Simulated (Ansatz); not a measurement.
`O[SiH](O)/C=C\[SiH3]`, charge 0, multiplicity 1.

(1) Give a relaxed structure at PBE0-D4/def2-TZVP (Ansatz 0.2.0). (Best estimate.)

Answers

(1) Computed: 
Z-matrix (Å, degrees):
```
Si
O 1 1.647
C 1 1.850 2 108.5
O 1 1.639 2 112.6 3 -115.3
H 1 1.491 2 107.3 3 123.5
H 2 0.958 1 117.3 3 -129.2
C 3 1.338 1 125.0 2 30.0
H 3 1.091 1 116.8 2 -149.0
H 4 0.958 1 118.3 2 -64.1
Si 7 1.875 3 128.1 1 2.0
H 7 1.092 3 117.4 1 -179.0
H 10 1.487 7 112.2 3 39.2
H 10 1.489 7 106.9 3 157.0
H 10 1.485 7 112.3 3 -84.8
```
This is one stationary point; other conformers may exist.
